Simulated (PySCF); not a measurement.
## Correlation energy of Tc(31+) (technetium, charge +31)

Starting occupation: [Ne] 3s2. All numbers are calculated (PySCF 2.14, X2C-1e with screened-nucleus spin-orbit coupling, Gaussian nucleus, in an even-tempered Gaussian basis (18 s from 1.8 bohr⁻², ratio 2.6; 13 p from 2.3 bohr⁻², ratio 2.6; 6 d from 2.4 bohr⁻², ratio 2.8; 4 f from 34 bohr⁻², ratio 2.8)). Frozen: 1s2; 10 electrons correlated; the 48 highest virtual spinors left out.

MP2 pair energies summed by pair of shells (mhartree):

```tsv
pair	energy	share (%)
3s1/2-3s1/2	-98.71	22.0
2p1/2-2p3/2	-97.39	21.7
2p3/2-2p3/2	-93.30	20.8
2p3/2-2s1/2	-40.13	9.0
2p3/2-3s1/2	-37.96	8.5
2p1/2-2p1/2	-22.71	5.1
2p1/2-2s1/2	-20.39	4.6
2p1/2-3s1/2	-17.95	4.0
2s1/2-2s1/2	-10.71	2.4
2s1/2-3s1/2	-8.73	1.9
```

Total MP2 correlation energy: -447.98 mhartree.

The virtual space was cut to 56 spinors, which keep -393.70 of the -447.98 mhartree of MP2 correlation.

| level | correlation energy (mhartree) |
| --- | --- |
| CCSD | -423.77 |

Diagnostics: T1 = 0.00028, largest double amplitude 0.087.

Cost of the coupled-cluster step: about 19 core-seconds, for 10 occupied and 56 virtual spinors.

The coupled-cluster values are those of the cut space; adding the MP2 remainder, -54.28 mhartree, estimates the full space.

At this charge the one-electron X2C treatment keeps the bare 1/r₁₂, with no two-electron picture change or Breit term. The effect here is smaller than on the frozen 1s shell.
